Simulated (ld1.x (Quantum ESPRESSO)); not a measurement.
Configuration tests for chlorine (PAW)

| Quantity | Value |
| --- | --- |
| Element | chlorine |
| Generator | ld1.x (Quantum ESPRESSO) 7.5 |
| Type | PAW |
| Functional | PBE |
| Relativity | non-relativistic |
| Frozen core | [He] |
| Valence charge | 15 |
| Reference configuration | 2s2 2p6 3s2 3p5 |
| Partial waves | 2s (bound): rcut 0.60, rcutus 0.70 bohr; 3s (bound): rcut 0.60, rcutus 0.70 bohr; 2p (bound): rcut 0.65, rcutus 0.75 bohr; 3p (bound): rcut 0.65, rcutus 0.75 bohr |
| Local potential | all-electron potential smoothed inside 0.65 bohr (lloc = -1) |
| Core correction | Bessel-smoothed model core, default radius (core density twice the valence density) |
| Augmentation charge | GAUSS, radius 0.55 bohr |

Energies are relative to the spin-unpolarised reference configuration 2s2 2p6 3s2 3p5; without spin polarisation the order of configurations can differ from experiment.

```json
{"valence configuration": "2s2 2p6 3s2 3p4", "charge": "+1", "ΔE all-electron (eV)": "13.890", "error AE − PS (meV)": "0.0"}
{"valence configuration": "2s2 2p6 3s2 3p2", "charge": "+3", "ΔE all-electron (eV)": "77.663", "error AE − PS (meV)": "-0.3"}
{"valence configuration": "2s2 2p6 3s1 3p5", "charge": "+1", "ΔE all-electron (eV)": "26.408", "error AE − PS (meV)": "+0.7"}
{"valence configuration": "2s2 2p6 3s2 3p5.3", "charge": "-0.3", "ΔE all-electron (eV)": "-2.142", "error AE − PS (meV)": "0.0"}
{"valence configuration": "2s2 2p6 3s2 3p4.5", "charge": "+0.5", "ΔE all-electron (eV)": "5.590", "error AE − PS (meV)": "0.0"}
{"valence configuration": "2s1 2p6 3s2 3p5", "charge": "+1", "ΔE all-electron (eV)": "267.583", "error AE − PS (meV)": "+30"}
```

(1) What are ΔE and the potential's error for 2s2 2p6 3s2 3p3?

## Answers

(1) ΔE = 39.349 eV all-electron; the error (AE − PS) is -0.1 meV.
